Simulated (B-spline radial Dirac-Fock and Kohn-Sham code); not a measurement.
Dipole and non-dipole photoemission parameters of Lu 3d5/2

System: neutral lutetium, [Xe] 4f14 5d1 6s2; threshold 1589.0 eV (tabulated edge). The computed values come from an atomic code on a B-spline grid: Dirac-Hartree-Slater photoionisation with a Latter tail; cross sections with all multipoles, angular parameters from the dipole term and its interference with E2.

Input of the calculation (task.json; shells as n, l, electrons):

```json
{"items": [{
  "Z": 71,
  "q": 0,
  "cfg": [[1, 0, 2], [2, 0, 2], [2, 1, 6], [3, 0, 2], [3, 1, 6], [3, 2, 10], [4, 0, 2], [4, 1, 6], [4, 2, 10], [4, 3, 14], [5, 0, 2], [5, 1, 6], [5, 2, 1], [6, 0, 2]],
  "A": 175,
  "rrms": 5.37,
  "do": "xps",
  "hv": [50.7, 76.7, 79.5, 80.1, 81.9, 116.0, 124.0, 175.0, 196.0, 259.0, 289.0, 300, 335.0, 600, 658.0, 800, 804.0, 1340.0, 2000, 2020.0, 4000, 4410.0, 4460.0, 4940.0, 5414.7, 7110.0, 7930.0, 9251.7, 10900.0, 15000],
  "edges": {"K": 63314.0, "L1": 10870.0, "L2": 10349.0, "L3": 9244.0, "M1": 2491.0, "M2": 2264.0, "M3": 2024.0, "M4": 1639.0, "M5": 1589.0, "N1": 506.8, "N2": 412.4, "N3": 359.2, "N4": 206.1, "N5": 196.3}
}]}
```

Command: `python xray2_run.py task.json out`

For linearly polarised light dσ/dΩ = σ/(4π) [1 + β P₂(cos θ) + (δ + γ cos²θ) sin θ cos φ], with θ from the polarisation vector and φ the angle between the beam and the projection of the electron momentum on the plane normal to the polarisation.

```
hν (eV)  σ (kb)      β       γ       δ
   2000     454  0.760  -0.178  -0.008
   2020     442  0.779  -0.181  -0.007
   4000    64.9  1.226   0.357   0.078
   4410    48.1  1.225   0.477   0.088
   4460    46.5  1.225   0.491   0.089
   4940       ?      ?       ?       ?
 5414.7    25.3  1.202   0.735   0.112
   7110    10.4  1.139   1.082   0.151
   7930    7.20  1.105   1.220   0.170
 9251.7    4.24  1.052   1.405   0.201
  10900    2.39  0.990   1.593   0.238
  15000   0.758  0.862   1.940   0.329
```

Problem. Give the values at 4940 eV.

Solution. σ = 33.8 kb, β = 1.215, γ = 0.619, δ = 0.101.
